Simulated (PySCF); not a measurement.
C7H14BN.
Cartesian coordinates in Å at the PBE0-D3(BJ)/def2-SVP level; atoms count from 1:
```
atom  x, y, z in Å
B1     4.2506   -0.5905   -0.3926
N2     2.9043    0.1339   -0.2993
C3     1.8880    0.6702   -0.2342
C4     0.5840    1.3031   -0.1376
C5    -0.4804    0.3725    0.4558
C6    -1.8800    1.0391    0.5150
C7    -2.8297    0.0856   -0.2247
C8    -2.1447   -1.2752   -0.1269
C9    -0.6770   -0.9260   -0.3448
H10    3.9784   -1.7788   -0.5132
H11    4.8431   -0.3439    0.6495
H12    4.8130   -0.1322   -1.3784
H13    0.6950    2.2169    0.4691
H14    0.2890    1.6253   -1.1512
H15   -0.1595    0.1136    1.4775
H16   -2.1901    1.1622    1.5636
H17   -1.8782    2.0478    0.0728
H18   -3.8501    0.0965    0.1857
H19   -2.9082    0.3765   -1.2856
H20   -2.2853   -1.7018    0.8812
H21   -2.5269   -2.0124   -0.8484
H22   -0.5024   -0.7328   -1.4183
H23    0.0224   -1.7206   -0.0450
```

Theory: PBE0-D3(BJ)/def2-SVP geometry optimisation, gas phase (PySCF 2.14.0).

Masses are those of the commonest isotopes; rigid-rotor values at the optimised geometry. The values belong to one conformer with, in the numbering `[BH3-:1][N+:2]#[C:3][CH2:4][CH:5]1[CH2:6][CH2:7][CH2:8][CH2:9]1`, C3–C4–C5–C6 -178°, C4–C5–C6–C7 125°, C5–C6–C7–C8 24°, C6–C7–C8–C9 -40°, C7–C8–C9–C5 41°.

(1) Give the principal moments of inertia and the rotational constants in cm⁻¹.

(2) What kind of rotor is it?

(3) Is it planar, by Δ = Ic − Ia − Ib?

(4) Give the other two planar moments, Paa and Pbb, and the rms extents of the mass along the axes.

(5) Predict some low-J microwave lines.

(6) Estimate the classical rotational partition function at 25 K, 200 K and 298.15 K.

Answers

(1) Ia = 122.96, Ib = 691.80, Ic = 776.82 u·Å²; 505379 MHz·u·Å²/I gives 4110, 730.5 and 650.6 MHz, that is A = 0.13710, B = 0.02437, C = 0.02170 cm⁻¹.

(2) A near-prolate asymmetric top. Ray's parameter κ = (2B − A − C)/(A − C) = -0.954; −1 is the prolate and +1 the oblate limit.

(3) Not planar: Δ = Ic − Ia − Ib = -37.94 u·Å². For a rigid frame Δ = −2 Σ m c², so Σ m c² = 18.97 u·Å² lies off the ab plane: 13.13 from hydrogen and 5.84 from heavier atoms. The atom farthest from that plane is 1.51 Å away.

(4) Paa = Σ m a² = (Ib + Ic − Ia)/2 = 672.83 and Pbb = Σ m b² = (Ia + Ic − Ib)/2 = 103.99 u·Å². With the mass M = 123.12 u, the rms extents √(P/M) along a, b and c are 2.34, 0.92, 0.39 Å.

(5) The dipole components are |μa| = 7.26 D, |μb| = 2.84 D, |μc| = 0.44 D. Intensities carry the squares of the components, which stand as 1.00 : 0.15 : 0.00 (a : b : c). Some lines, for components of 0.1 D or more:

```
type  branch         J(Ka,Kc)    MHz  lower level (cm⁻¹)
   c       Q  2(1,2) ← 2(0,2)   3301               0.138
   b       Q  3(1,2) ← 3(0,3)   3666               0.276
   a       R  3(2,1) ← 2(2,0)   4149               0.595
   a       R  4(0,4) ← 3(0,3)   5510               0.276
   c       Q  2(2,1) ← 2(1,1)  10139               0.256
   b       Q  4(2,3) ← 4(1,4)  10661               0.561
   b       R  3(2,2) ← 2(1,1)  14282               0.256
   b       Q  5(4,1) ← 5(3,2)  23932               1.718
   b       R  4(4,0) ← 3(3,1)  29462               1.303
   c       Q  5(5,1) ← 5(4,1)  30773               2.516
   b       Q  5(5,0) ← 5(4,1)  30773               2.516
   b       R  5(4,2) ← 4(3,1)  30843               1.487
   b       R  5(4,1) ← 4(3,2)  30843               1.487
   b       R  5(5,1) ← 4(4,0)  37682               2.286
```

(6) Point group C1, symmetry number σ = 1; q = (√π/σ)·√((kT/h)³/(ABC)), k/h = 20836.6 MHz/K: 15100 at 25 K, 341000 at 200 K, 621000 at 298.15 K.

No PBE0-D3(BJ)/def2-SVP frequencies stand behind this structure, so it isn't proved a minimum. No vibrational averaging or centrifugal distortion is included, and the geometry carries the error of its method. A rigid rotor knows nothing of internal rotation, which can split or shift real lines. Quadrupole hyperfine structure (11B, 14N) is left out.
